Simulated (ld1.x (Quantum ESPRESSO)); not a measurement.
## Which change was made? (Ti, ultrasoft)

* Element: titanium
* Generator: ld1.x (Quantum ESPRESSO) 7.5
* Type: ultrasoft
* Functional: BP86
* Relativity: scalar-relativistic
* Frozen core: [Ar]
* Valence charge: 4
* Reference configuration: 3d2 4s1.75 4p0 (charge +0.25)
* Partial waves: 4s (bound): rcut 3.10, rcutus 3.30 bohr; 4s channel at 0.3 Ry: rcut 3.10, rcutus 3.30 bohr; 4p (bound, empty): rcut 2.35, rcutus 3.30 bohr; 4p channel at 0.25 Ry: rcut 2.35, rcutus 3.30 bohr; 3d (bound): rcut 1.15, rcutus 1.30 bohr; 3d channel at 0.4 Ry: rcut 1.15, rcutus 1.30 bohr
* Local potential: all-electron potential smoothed inside 3.15 bohr (lloc = -1)
* Core correction: a·sin(br)/r model core inside 1.00 bohr
* Augmentation charge: PSQ, inside the norm-conserving radii

Cutoffs, loose and tight: the cutoffs (Ry, on a coarse ladder) from which the occupation-weighted sum of valence levels, in a spherical-Bessel basis at the reference potential, stays within 10 and 1 mRy of its value at 400 Ry. They do not see the model core or the augmentation charge, which bear on the density cutoff. Test errors are all-electron minus pseudo excitation energies from the reference, over the configurations 3d2 4s2 4p0; 3d2 4s1 4p0; 3d2 4s0 4p0; 3d1 4s2 4p1; 3d2 4s0 4p2; 3d3 4s0 4p0; 3d2 4s1.5 4p0; variants that change the core or the reference have their own tests. The largest error is taken over the tests solved by every variant that gives reliable tests at all, those not shown here included: 3d2 4s0 4p0; 3d2 4s0 4p2; 3d2 4s1 4p0; 3d2 4s1.5 4p0; 3d2 4s2 4p0; 3d3 4s0 4p0.

The base gives: outcome: generated; cutoff, loose: 55 Ry; cutoff, tight: 90 Ry; bound ghosts: none; largest test error (meV): -261.

Task: After one change the result is: outcome: generated; cutoff, loose: 35 Ry; cutoff, tight: 50 Ry; bound ghosts: none; largest test error (meV): -245. Which change was it?
A. augmentation PSQ, radius 1.25 bohr
B. type PAW; local potential all-electron potential smoothed inside 1.05 bohr (lloc = -2)
C. waves 3d (bound): rcut 1.15, rcutus 1.64 bohr; 3d channel at 0.4 Ry: rcut 1.15, rcutus 1.64 bohr

Result: C. The others give: type PAW; local potential all-electron potential smoothed inside 1.05 bohr (lloc = -2) → outcome: generated; cutoff, loose: 55 Ry; cutoff, tight: 80 Ry; bound ghosts: s; largest test error (meV): -146 | augmentation PSQ, radius 1.25 bohr → outcome: generated; cutoff, loose: 55 Ry; cutoff, tight: 90 Ry; bound ghosts: none; largest test error (meV): -156.
